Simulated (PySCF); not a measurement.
AlCl, SMILES [Al][Cl] (connectivity only; charge and spin as stated), neutral, multiplicity 1.

Geometry: PBE0-D3(BJ)/def2-TZVPD.

The numbers are results of PBE0/def2-TZVPD in PySCF, not measurements.

- total energy = -702.43666 hartree
- point group = C∞v
- highest occupied level = -7.02 eV
- lowest empty level = -1.69 eV
- orbital gap = 5.34 eV
- dipole moment = 1.59 D
- quadrupole, principal values (traceless, Buckingham form, about the centre of nuclear charge) = -3.29, 1.64, 1.64 D·Å
- mean static polarisability = 53.8 bohr³ (7.98 Å³)
- polarisability, principal values = 49.5, 49.5, 62.6 bohr³
